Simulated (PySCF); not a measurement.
Isomers of C5H7FO2. Level of theory: PBE0-D3(BJ)/def2-SVP geometry optimisation, gas phase (PySCF 2.14.0). Energies are electronic, without zero-point or thermal terms, for one conformer each. No frequencies were run at this level. Point groups hold within 0.08 Å.

Task: Rank from lowest to highest electronic energy at this level (kJ/mol).
A. `[CH3:1][O:2][C@@H:3]1[CH2:4][O:5][CH:6]=[C:7]1[F:8]` with C1–O2–C3–C4 -176°, O2–C3–C4–O5 -104°, C3–C4–O5–C6 -14°, C4–O5–C6–C7 6°, O2–C3–C7–C6 104°
B. `[CH2:1]=[C:2]([F:3])[C:4](=[O:5])[O:6][CH2:7][CH3:8]` with C1–C2–C4–O5 0°, C2–C4–O6–C7 180°, C4–O6–C7–C8 -179° (CH2=CFCOOEt)

Result: B (0.0), A (122.8).

As drawn, the lower has a C=O bond and a C(=O)–O unit, which the higher lacks.

```
          SMILES      E (Eh)  E rel (kJ/mol)  dipole (D)  point group      A, B, C (MHz)
  C=C(F)C(=O)OCC  -444.21300             0.0        0.88           Cs  4223, 1245, 973.4
CO[C@@H]1COC=C1F  -444.16622           122.8        1.22           C1   3039, 1964, 1317
```
